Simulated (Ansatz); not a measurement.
Input and output for `Sc1sc(-c2sc(-c3sc(S)c4c3OCCO4)c3c2OCCO3)c2c1OCCO2`.

```yaml
crystal:
  periodic: [false, false, false]
  atoms:
    - {symbol: S, position_ang: [-6.846706, -1.303759, -0.046178]}
    - {symbol: C, position_ang: [-5.172188, -0.798365, 0.074772]}
    - {symbol: S, position_ang: [-3.850369, -1.946096, -0.063295]}
    - {symbol: C, position_ang: [-2.633144, -0.682767, 0.054087]}
    - {symbol: C, position_ang: [-1.225691, -0.948825, -0.017820]}
    - {symbol: S, position_ang: [-0.016553, 0.331768, 0.030748]}
    - {symbol: C, position_ang: [1.313490, -0.810454, -0.144153]}
    - {symbol: C, position_ang: [2.687088, -0.398111, -0.153680]}
    - {symbol: S, position_ang: [4.024131, -1.535223, -0.257202]}
    - {symbol: C, position_ang: [5.224847, -0.256706, -0.172118]}
    - {symbol: S, position_ang: [6.942126, -0.607826, -0.130125]}
    - {symbol: C, position_ang: [4.610113, 0.986912, -0.066986]}
    - {symbol: C, position_ang: [3.184964, 0.903856, -0.061713]}
    - {symbol: O, position_ang: [2.379198, 2.005239, 0.036220]}
    - {symbol: C, position_ang: [3.093713, 3.145975, 0.517353]}
    - {symbol: C, position_ang: [4.422255, 3.295783, -0.213504]}
    - {symbol: O, position_ang: [5.275254, 2.171291, 0.018683]}
    - {symbol: C, position_ang: [0.815549, -2.111529, -0.235221]}
    - {symbol: C, position_ang: [-0.600913, -2.189086, -0.160767]}
    - {symbol: O, position_ang: [-1.281330, -3.371223, -0.228773]}
    - {symbol: C, position_ang: [-0.467181, -4.433321, -0.735380]}
    - {symbol: C, position_ang: [0.909319, -4.424958, -0.080432]}
    - {symbol: O, position_ang: [1.609967, -3.213196, -0.377546]}
    - {symbol: C, position_ang: [-3.257948, 0.558541, 0.196318]}
    - {symbol: C, position_ang: [-4.684225, 0.498106, 0.203719]}
    - {symbol: O, position_ang: [-5.463824, 1.606701, 0.329232]}
    - {symbol: C, position_ang: [-4.723954, 2.748686, 0.770224]}
    - {symbol: C, position_ang: [-3.393807, 2.866503, 0.036433]}
    - {symbol: O, position_ang: [-2.565791, 1.733416, 0.308085]}
    - {symbol: H, position_ang: [-7.098454, -1.490935, 1.289685]}
    - {symbol: H, position_ang: [7.198942, -0.522930, -1.475411]}
    - {symbol: H, position_ang: [2.445646, 4.026144, 0.339691]}
    - {symbol: H, position_ang: [3.272335, 3.046826, 1.613109]}
    - {symbol: H, position_ang: [4.236347, 3.410209, -1.306719]}
    - {symbol: H, position_ang: [4.970542, 4.187985, 0.147438]}
    - {symbol: H, position_ang: [-0.360713, -4.332430, -1.840043]}
    - {symbol: H, position_ang: [-1.002410, -5.376949, -0.513530]}
    - {symbol: H, position_ang: [0.803468, -4.538117, 1.023103]}
    - {symbol: H, position_ang: [1.533072, -5.254802, -0.465680]}
    - {symbol: H, position_ang: [-4.540331, 2.679750, 1.867634]}
    - {symbol: H, position_ang: [-5.360904, 3.633163, 0.572955]}
    - {symbol: H, position_ang: [-3.571726, 2.951550, -1.060623]}
    - {symbol: H, position_ang: [-2.834227, 3.759173, 0.377408]}
basis:
  gaussian: {orbitals: "6-31G*", fitting: {mean_field: def2-universal-jkfit}}
hamiltonian: {xc: {name: revPBE}, dispersion: d4}
scf: {lower_state_search: off}
```

```sh
$ ansatz run in.yaml --threads 2 --pin off --events-out ev --progress --plain --max-ram 32768MiB --backend cuda --devices 0, --max-vram 18GiB
```

It prints (some lines left out):

```
Functional definition: revPBE
2704 factors; integrals over basis functions are off by at most 7.3e-2 eV
mean field evaluation 1: about -85304.4097 eV, gradient 1.0e2 eV
mean field evaluation 2: about -85257.3699 eV, gradient 1.6e2 eV
mean field evaluation 4: about -85327.1507 eV, gradient 2.7e1 eV
mean field evaluation 8: about -85329.0024 eV, gradient 6.0e-1 eV
mean field evaluation 16: about -85329.0107 eV, gradient 1.2e-3 eV
mean field -85329.01065372 eV, -3135.7833034434 hartree, gradient 6.5e-6 eV, S^2 0.000000; 0 other end points of the search recorded, 0 dependent functions left out
reference -85329.01073639 eV, -3135.7833064814 hartree; 125, 125 occupied and 358, 358 virtual orbitals, 2704 factors
Total energy: -85334.93572428 eV, -3136.0010457703 hartree
Checks for a lower state left out: stability, starts, cluster_reference, orbital_swaps, neighbouring_geometries, increment
```

Hardware: 2 threads of AMD EPYC 7R13 on a shared host and a share (18 GiB) of an NVIDIA H100 80GB HBM3. Wall time 12 s, peak host memory 0.97 GiB.

The 6-31G sets use Cartesian d functions.
